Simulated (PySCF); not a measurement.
**CH10NPSi3**

CH10NPSi3 is a carbene (divalent C1, bonded to 1 N + 1 P), neutral, singlet. The structure, one conformer, was relaxed in the gas phase by PBE0-D3(BJ)/def2-SVP. No frequency run checks that it is a minimum.

The strong deshielding of the divalent centre rests on a low-lying excitation, and density functionals tend to overstate it.

SMILES: [SiH3]P[C]N([SiH3])[SiH3]

Coordinates in Å:
```
C1     -0.997    0.598    0.648
N2     -0.945   -0.338   -0.302
Si3    -2.453   -1.271   -0.026
Si4     0.276   -0.572   -1.604
P5      0.206    1.921    0.757
Si6     2.307    1.095    1.006
H7     -2.467   -2.384   -1.037
H8     -2.437   -1.870    1.333
H9     -3.635   -0.400   -0.253
H10     0.656    0.787   -2.085
H11     1.472   -1.275   -1.058
H12    -0.351   -1.379   -2.685
H13     0.010    2.261    2.122
H14     3.034    2.068    1.876
H15     2.989    1.001   -0.319
H16     2.323   -0.253    1.651
```

Shieldings: GIAO PBE0/pcSseg-1. Shifts are against computed references at the same level: C TMS (σ 184.4 ppm), H TMS (σ 31.27 ppm), Si TMS (σ 352.0 ppm). Core levels by delta-SCF with SCAN, pcX-2 on the ionised atom and pcseg-1 elsewhere, spin-free X2C (2p3/2 is the spin-free 2p value less a third of a first-order spin-orbit splitting); from the vacuum level, for chosen atoms.

(1) Give the NMR and core-level values of the distinct atoms.

(2) By CAM-B3LYP/def2-SVPD (TDDFT singlets, Tamm-Dancoff triplets, ionisation by delta-SCF), where does absorption start, and what does vertical ionisation take?

Results:

(1) 
```csv
atoms,bonded to,σ (ppm),δ (ppm),core level (eV)
C1,1 N + 1 P,-321.8,506.2,1s 290.55
N2,1 C + 2 Si,6.2,-,1s 404.96
Si3,1 N + 3 H,419.6,-67.6,2p3/2 107.05
Si4,1 N + 3 H,416.4,-64.4,2p3/2 107.23
P5,1 C + 1 Si + 1 H,442.9,-,2p3/2 135.86
Si6,1 P + 3 H,441.9,-89.9,-
H7 H8 H9,1 Si,26.48,4.79,-
H10 H11 H12,1 Si,26.53,4.73,-
H13,1 P,24.87,6.40,-
H14 H15 H16,1 Si,27.13,4.14,-
```

Values are those of this one static structure, with the three H of a rotating XH3 group averaged; atoms that internal rotation interchanges would show their mean in an NMR spectrum.

The core-hole state of C1 is spin-contaminated (⟨S²⟩ 0.85 against 0.75 for a pure doublet), so that value and differences from it are less sure.

(2) The first singlet with intensity lies at 4.30 eV (f 0.024); what lies below it is dark. The lowest singlet lies at 2.41 eV (f 0.001), the strongest of the first 6 at 5.00 eV (f 0.083), the lowest triplet at 1.45 eV; vertical ionisation takes 7.33 eV.
